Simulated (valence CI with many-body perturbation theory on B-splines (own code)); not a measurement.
Ta42+: electric-dipole lines

Method: valence CI with perturbative core correlation (CI+MBPT): three valence electrons over a frozen Dirac-Fock core [Ar] 3d10, radial functions for each j: 11 s, 11 p, 10 d, 8 f, 5 g, 2 h, with the one-electron correlation potential Σ1, the two-electron term Σ2, the three-electron term Σ3, Breit, model QED; selected CI, second order for the rest, scaled by the run's own slope (own B-spline code, finite nucleus).

No measured spectrum was set against this ion. As an estimate, large intervals hold to a few tenths of a per cent, small ones and those within an open d or f shell to about a per cent.

Lines 1 to 50 of 552 in falling wavelength, among levels below 794.65 eV, chosen from the strongest by gf and those to the six lowest levels. Wavelengths and rates use the calculated energies. Electric multipoles are in the length gauge, E1 and E2 with the static RPA response of the core. Weak lines are less certain than strong ones. Lines between different terms over intervals too small for the method are left out, as are lines whose strength nearly cancels. Where a level lies close to another of its J and parity, the split of strength between their lines is uncertain. The highest levels of a list are the least certain.

Levels are named by their leading jj configuration (3d3/2^4 stands for four electrons in 3d with j = 3/2), which in mixed levels can hold well under half, so a name can repeat and another be missing. Letters in brackets count levels of one name in rising energy.

| λ vac (nm) | Upper | Lower | A (s⁻¹) | S (a.u.) |
| --- | --- | --- | --- | --- |
| 15.23 | (4s 4p1/2 4p3/2) J=3/2 [a] | (4s^2 4p3/2) J=3/2 | 2.13e+09 | 1.49e-02 |
| 14.15 | (4p1/2 4p3/2 4d5/2) J=7/2 [b] | (4s 4p3/2 4d5/2) J=5/2 [b] | 1.28e+10 | 1.43e-01 |
| 13.84 | (4s 4p1/2 4p3/2) J=5/2 | (4s^2 4p3/2) J=3/2 | 1.31e+10 | 1.03e-01 |
| 13.68 | (4s 4p1/2 4f7/2) J=9/2 | (4s^2 4f7/2) J=7/2 | 1.28e+10 | 1.61e-01 |
| 13.42 | (4p1/2 4p3/2 4f7/2) J=11/2 | (4s 4p3/2 4f7/2) J=9/2 [b] | 1.36e+10 | 1.94e-01 |
| 13.16 | (4s 4p1/2^2) J=1/2 | (4s^2 4p1/2) J=1/2 | 2.78e+10 | 6.26e-02 |
| 13.10 | (4p1/2^2 4p3/2) J=3/2 | (4s 4p1/2 4p3/2) J=3/2 [b] | 1.55e+10 | 6.90e-02 |
| 13.06 | (4p1/2 4p3/2 4f5/2) J=9/2 | (4s 4p3/2 4f5/2) J=7/2 [b] | 1.43e+10 | 1.58e-01 |
| 12.63 | (4p1/2^2 4f5/2) J=5/2 | (4s 4p1/2 4f5/2) J=3/2 | 2.09e+10 | 1.25e-01 |
| 12.51 | (4p1/2^2 4d5/2) J=5/2 | (4s 4p1/2 4d5/2) J=5/2 [b] | 2.49e+10 | 1.44e-01 |
| 12.50 | (4p1/2 4p3/2 4f5/2) J=9/2 | (4s 4d5/2^2) J=9/2 | 1.66e+10 | 1.60e-01 |
| 12.34 | (4p1/2 4p3/2 4f7/2) J=7/2 [a] | (4s 4p3/2 4f7/2) J=9/2 [a] | 2.97e+10 | 2.20e-01 |
| 12.27 | (4p1/2^2 4f5/2) J=5/2 | (4s 4p1/2 4f5/2) J=5/2 [b] | 2.58e+10 | 1.41e-01 |
| 12.25 | (4s 4p1/2 4p3/2) J=3/2 [b] | (4s^2 4p3/2) J=3/2 | 1.78e+10 | 6.46e-02 |
| 12.14 | (4p1/2^2 4f7/2) J=7/2 | (4s 4p1/2 4f7/2) J=5/2 | 3.12e+10 | 2.21e-01 |
| 12.12 | (4p1/2 4p3/2 4f7/2) J=7/2 [d] | (4s 4p3/2 4f5/2) J=9/2 | 2.62e+10 | 1.84e-01 |
| 12.11 | (4p1/2 4p3/2 4f7/2) J=9/2 [a] | (4s 4p3/2 4f7/2) J=9/2 [a] | 2.21e+10 | 1.93e-01 |
| 11.98 | (4p1/2 4p3/2 4f7/2) J=9/2 [b] | (4s 4p3/2 4f7/2) J=11/2 | 3.85e+10 | 3.27e-01 |
| 11.95 | (4p1/2^2 4d5/2) J=5/2 | (4s 4p1/2 4d5/2) J=7/2 | 5.10e+10 | 2.58e-01 |
| 11.94 | (4s 4p1/2 4p3/2) J=1/2 | (4s^2 4p3/2) J=3/2 | 2.50e+10 | 4.20e-02 |
| 11.93 | (4p1/2^2 4f7/2) J=7/2 | (4s 4p1/2 4f7/2) J=9/2 | 4.69e+10 | 3.14e-01 |
| 11.91 | (4p1/2 4p3/2 4f7/2) J=7/2 [c] | (4s 4d5/2^2) J=9/2 | 2.68e+10 | 1.79e-01 |
| 11.89 | (4p1/2 4d3/2 4d5/2) J=7/2 [b] | (4s 4d3/2 4d5/2) J=9/2 | 3.06e+10 | 2.03e-01 |
| 11.89 | (4p1/2 4p3/2 4f7/2) J=11/2 | (4s 4p3/2 4f7/2) J=11/2 | 2.46e+10 | 2.45e-01 |
| 11.89 | (4p1/2^2 4d3/2) J=3/2 | (4s 4p1/2 4d3/2) J=5/2 | 5.58e+10 | 1.85e-01 |
| 11.88 | (4p1/2^2 4f7/2) J=7/2 | (4s 4p1/2 4f7/2) J=7/2 [b] | 2.64e+10 | 1.75e-01 |
| 11.67 | (4p1/2^2 4p3/2) J=3/2 | (4s 4p1/2 4p3/2) J=5/2 | 6.11e+10 | 1.92e-01 |
| 11.54 | (4p1/2 4p3/2 4d5/2) J=7/2 [a] | (4s 4p3/2 4d5/2) J=9/2 | 3.76e+10 | 2.28e-01 |
| 11.33 | (4p1/2 4p3/2 4d5/2) J=9/2 | (4s 4p3/2 4d5/2) J=9/2 | 2.73e+10 | 1.96e-01 |
| 11.16 | (4p1/2^2 4f5/2) J=5/2 | (4p1/2 4p3/2 4d3/2) J=7/2 | 3.08e+10 | 1.27e-01 |
| 10.92 | (4p1/2 4p3/2 4d3/2) J=5/2 [b] | (4s 4p3/2 4d3/2) J=7/2 | 2.84e+10 | 1.09e-01 |
| 10.83 | (4p1/2^2 4p3/2) J=3/2 | (4s 4p1/2 4p3/2) J=3/2 [a] | 1.62e+10 | 4.07e-02 |
| 9.532 | (4s 4p1/2 4d3/2) J=3/2 [a] | (4s 4p1/2 4p3/2) J=3/2 [b] | 1.47e+10 | 2.52e-02 |
| 9.065 | (4s 4p1/2 4d3/2) J=5/2 | (4s 4p1/2 4p3/2) J=3/2 [b] | 5.48e+08 | 1.21e-03 |
| 8.749 | (4s 4p1/2 4d3/2) J=3/2 [a] | (4s 4p1/2 4p3/2) J=5/2 | 5.83e+09 | 7.71e-03 |
| 8.440 | (4p1/2 4d3/2 4d5/2) J=9/2 | (4p1/2 4p3/2 4d5/2) J=9/2 | 4.37e+10 | 1.30e-01 |
| 8.354 | (4s 4p1/2 4d3/2) J=5/2 | (4s 4p1/2 4p3/2) J=5/2 | 1.90e+10 | 3.28e-02 |
| 8.283 | (4s 4p1/2 4d3/2) J=1/2 | (4s 4p1/2 4p3/2) J=3/2 [b] | 2.90e+09 | 1.63e-03 |
| 8.272 | (4s 4p1/2 4d3/2) J=3/2 [a] | (4s 4p1/2 4p3/2) J=3/2 [a] | 5.01e+09 | 5.59e-03 |
| 8.233 | (4s 4p1/2 4d3/2) J=3/2 [b] | (4s 4p1/2 4p3/2) J=3/2 [b] | 1.27e+10 | 1.40e-02 |
| 8.147 | (4s 4d5/2 4f7/2) J=11/2 [a] | (4s 4p3/2 4f5/2) J=9/2 | 3.82e+10 | 1.22e-01 |
| 7.918 | (4s 4p1/2 4d3/2) J=5/2 | (4s 4p1/2 4p3/2) J=3/2 [a] | 1.95e+09 | 2.86e-03 |
| 7.897 | (4s^2 4d3/2) J=3/2 | (4s^2 4p3/2) J=3/2 | 2.33e+09 | 2.26e-03 |
| 7.895 | (4s 4p1/2 4d5/2) J=5/2 [a] | (4s 4p1/2 4p3/2) J=3/2 [b] | 2.13e+09 | 3.10e-03 |
| 7.885 | (4s 4d5/2 4f7/2) J=7/2 [b] | (4s 4p3/2 4f7/2) J=5/2 [b] | 4.08e+10 | 7.90e-02 |
| 7.650 | (4s 4d5/2 4f7/2) J=5/2 [b] | (4s 4d5/2^2) J=3/2 | 1.09e+11 | 1.44e-01 |
| 7.643 | (4s 4p1/2 4d3/2) J=3/2 [b] | (4s 4p1/2 4p3/2) J=5/2 | 1.24e+09 | 1.10e-03 |
| 7.632 | (4s 4d5/2 4f7/2) J=11/2 [b] | (4s 4p3/2 4f5/2) J=9/2 | 5.41e+10 | 1.43e-01 |
| 7.585 | (4p3/2 4d3/2 4d5/2) J=11/2 | (4s 4d5/2^2) J=9/2 | 3.02e+10 | 7.81e-02 |
| 7.543 | (4p1/2 4p3/2 4d5/2) J=5/2 [a] | (4p1/2 4p3/2^2) J=5/2 | 5.89e+10 | 7.48e-02 |
